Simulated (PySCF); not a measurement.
(E)-1-bromo-2-chloro-1-fluoroethene (C₂HBrClF), SMILES F/C(Br)=C\Cl. Coordinates come from a PBE-D3(BJ)/def2-SVP optimisation.

Computed equilibrium geometry at PBE-D3(BJ)/def2-SVP (PySCF confirms it by a frequency run) as bond lengths and angles, and its point group:
point group Cs.
Atoms: F1 C2 Br3 C4 Cl5 H6. Bond lengths (Å): F1–C2 1.326, C2–Br3 1.888, C2–C4 1.348, C4–Cl5 1.727, C4–H6 1.097. Angles (°): F1–C2–Br3 114.1, F1–C2–C4 123.6, Br3–C2–C4 122.3, C2–C4–Cl5 121.9, C2–C4–H6 121.3, Cl5–C4–H6 116.8.
Charge 0, spin multiplicity 1.
